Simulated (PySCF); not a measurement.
Gas-phase reaction: TiCl4 + NH + H2 = TiCl3NH2 + HCl

Method: PySCF energies plus ideal-gas RRHO corrections (1 bar). † marks an energy on the PBE0/def2-TZVP geometry and frequencies; other levels use their own. MP2 freezes the core. 6-31G* has spherical d functions here. Open shells (unrestricted): NH (multiplicity 3); the rest are closed-shell singlets. B3LYP is the form with VWN-RPA correlation. TiCl3NH2: computed as isolated molecules; such fragments, hydroxides, amides, oligomers or adducts are transient or little studied in the gas. MP2 isn't extrapolated to the basis-set limit.

```csv
level,"ΔH°(298 K), kJ"
B3LYP/6-31G*,-320
BLYP/def2-TZVP†,___
M06-2X/def2-TZVP†,-344
MP2/def2-TZVPP†,-348
PBE/def2-SVP,-356
PBE/def2-TZVP†,___
PBE0/def2-QZVP†,___
PBE0/def2-TZVP,___
ωB97M-V/def2-TZVP†,-347
```

Some entries are withheld; supply them.


- BLYP/def2-TZVP†, ΔH°(298 K), kJ: -323
- PBE/def2-TZVP†, ΔH°(298 K), kJ: -348
- PBE0/def2-QZVP†, ΔH°(298 K), kJ: -343
- PBE0/def2-TZVP, ΔH°(298 K), kJ: -339
